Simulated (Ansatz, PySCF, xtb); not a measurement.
CH4O (SMILES CO) and CH3Cl (SMILES CCl) are pulled apart as rigid monomers along the line of their centres of mass, from the B3LYP-D3(BJ)/def2-TZVP minimum. Starting geometry (charge 0, multiplicity 1):
```tsv
atom	x (Å)	y (Å)	z (Å)
C	-0.5214	-0.4572	-0.3172
O	0.1351	0.7332	0.0935
H	0.1623	-1.1503	-0.8191
H	-1.2980	-0.1669	-1.0238
H	-0.9915	-0.9787	0.5242
H	0.7973	0.4967	0.7548
C	-0.5558	0.9815	3.3346
Cl	0.9229	-0.0413	3.2054
H	-0.3179	1.8321	3.9655
H	-0.8221	1.2980	2.3308
H	-1.3401	0.3779	3.7805
```

Interaction energies with rigid monomers; basis-set methods are counterpoise corrected unless marked otherwise.

Rows in 3-21G, STO-3G carry no dispersion term and start afresh at each structure.

The values were computed with Ansatz (Gaussian orbitals); PySCF for 3-21G rows, STO-3G rows; xtb for the GFN methods. Each number belongs to the level named beside it.

```tsv
H6···Cl8 (Å)	GFN-FF (meV)	HF/STO-3G (no counterpoise) (meV)	HF/3-21G (no counterpoise) (meV)	B3LYP/3-21G (no counterpoise) (meV)	wB97M-V/def2-TZVPPD (meV)
2.27	-103.0	-9.7	-184.8	-332.4	-134.0
2.51	-117.9	?	-232.8	-330.3	-171.4
2.88	-104.6	-63.6	-181.8	-224.4	-143.2
3.49	-64.2	-35.8	-80.2	-79.5	?
4.48	-22.0	-16.1	-27.6	-22.3	-29.8
```

Complete the blanks.


- 2.51, HF/STO-3G (no counterpoise) (meV): -66.2
- 3.49, wB97M-V/def2-TZVPPD (meV): -77.9

Ansatz is a first-principles code.
